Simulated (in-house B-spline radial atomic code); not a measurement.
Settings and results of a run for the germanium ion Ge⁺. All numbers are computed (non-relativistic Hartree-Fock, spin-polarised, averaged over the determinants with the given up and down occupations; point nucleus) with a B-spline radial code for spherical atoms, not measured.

Command:
```bash
python run_scf.py task.json out
```
Settings:
```
Z                32
configuration    [Ar] 3d10 4s2 4p1
hamiltonian      nr
method           hf
spin_polarised   True
```

Output (hartree, bohr):
```
 radial grid: 62 intervals, B-splines of order 8, outer radius 60 bohr

 iter        energy (Eh)    residual
    1      -2074.3159521    4.60e-01
    2      -2074.8396380    1.03e-01
    3      -2075.0832194    1.67e-02
    4      -2075.0863661    6.82e-03
    5      -2075.0866414    1.19e-03
    6      -2075.0866609    4.81e-04
    7      -2075.0866669    1.94e-04
    8      -2075.0866675    1.21e-05
    9      -2075.0866675    1.61e-06
   10      -2075.0866675    2.44e-07

 total energy                    -2075.086668
 kinetic                           2075.08668
 electron-nucleus                 -4959.69180
 electron-electron                  809.51846

 orbital      occ     eigenvalue          <r>       <r^2>       <1/r>       <r^4>     <1/r^3>       r_max
 1s up      1.000     -405.58478    0.0478372   0.0030658     31.5074 2.39623e-05           -     0.03159
 1s down    1.000     -405.58226     0.047837  0.00306577     31.5075 2.39618e-05           -     0.03159
 2s up      1.000      -52.48755     0.213044   0.0534669     6.95068  0.00494827           -      0.1791
 2s down    1.000      -52.48695     0.213042    0.053465     6.95068  0.00494775           -      0.1791
 2p up      3.000      -46.57384      0.18518   0.0419454     6.89043  0.00353752     936.455      0.1428
 2p down    3.000      -46.57151      0.18519   0.0419498      6.8901  0.00353831     936.343      0.1428
 3s up      1.000       -7.52949     0.632151    0.459937     2.23327    0.338616           -      0.5507
 3s down    1.000       -7.52548     0.632147    0.459851     2.23291    0.338078           -      0.5508
 3p up      3.000       -5.49942     0.650987    0.497675     2.10372    0.427652     123.725      0.5485
 3p down    3.000       -5.49354     0.651026    0.497568     2.10314    0.426371     123.628      0.5487
 3d up      5.000       -1.97174     0.721544    0.657533      1.7927     1.00718     14.0966       0.508
 3d down    5.000       -1.96901     0.718488    0.650084      1.7968    0.969632     14.1524      0.5078
 4s up      1.000       -0.88594      2.12512     5.16021     0.60287     42.8056           -       1.785
 4s down    1.000       -0.80215      2.12026     5.14803    0.606206     43.0113           -       1.773
 4p up      1.000       -0.56489      2.59023      7.7278    0.489175     98.9222     6.13612       2.139
```

Time taken, with all properties: 0.3 s on 1 thread of Arm Neoverse V1 (shared host).
